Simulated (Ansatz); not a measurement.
H6O7Si2, charge +1, doublet, at a GFN2-xTB geometry (a state made from the parent by changing its charge; the spin is typed, not shown lowest); BHLYP/STO-3G (Ansatz, a first-principles code).

Input for Ansatz:
Ansatz 0.2 input:
```yaml
crystal:
  periodic: [false, false, false]
  atoms:
    - {symbol: O, position_ang: [2.41966445, 0.54915492, 1.01634452]}
    - {symbol: Si, position_ang: [1.48191774, -0.57204244, 0.34690024]}
    - {symbol: O, position_ang: [2.03260469, -1.04435286, -1.09021570]}
    - {symbol: O, position_ang: [1.25150703, -1.81904426, 1.33614288]}
    - {symbol: O, position_ang: [0.02661772, 0.12019069, 0.08958886]}
    - {symbol: Si, position_ang: [-1.47780590, 0.59064918, -0.33319711]}
    - {symbol: O, position_ang: [-1.30736670, 1.79681927, -1.38411950]}
    - {symbol: O, position_ang: [-2.20575138, -0.68591695, -0.98988622]}
    - {symbol: O, position_ang: [-2.22027904, 1.06800434, 1.01014567]}
    - {symbol: H, position_ang: [2.93417376, 1.20192621, 0.54228766]}
    - {symbol: H, position_ang: [1.95468479, -1.92615436, -1.45393622]}
    - {symbol: H, position_ang: [1.29122476, -1.77906642, 2.29158328]}
    - {symbol: H, position_ang: [-1.25510346, 1.70767692, -2.33541225]}
    - {symbol: H, position_ang: [-2.78545595, -1.29040763, -0.52660267]}
    - {symbol: H, position_ang: [-2.17306407, 1.94669000, 1.38623266]}
basis:
  gaussian:
    orbitals: STO-3G
hamiltonian:
  xc: {name: BHLYP}
total_charge: 1
magnetization: {spin_polarized: true, initial_magnetization: 1}
```

**Question.** Write the output that Ansatz gives for this input, abridged.

**Answer.** 
```
Functional definition: BHLYP
780 factors; integrals over basis functions are off by at most 4.1e-5 eV
mean field evaluation 1: about -29782.3712 eV, gradient 3.3e1 eV
mean field evaluation 2: about -29787.6934 eV, gradient 1.8e1 eV
mean field evaluation 4: about -29789.5417 eV, gradient 4.2e0 eV
mean field evaluation 8: about -29789.9205 eV, gradient 3.9e-1 eV
mean field evaluation 16: about -29790.0084 eV, gradient 8.3e-3 eV
mean field evaluation 32: about -29790.0090 eV, gradient 1.8e-5 eV
mean field -29790.00897419 eV, -1094.7626374083 hartree, gradient 4.4e-6 eV, S^2 0.756000; 6 other end points of the search recorded, 0 dependent functions left out
reference -29790.00917638 eV, -1094.7626448385 hartree; 45, 44 occupied and 14, 15 virtual orbitals, 780 factors
Total energy: -29790.00917638 eV, -1094.7626448385 hartree
```
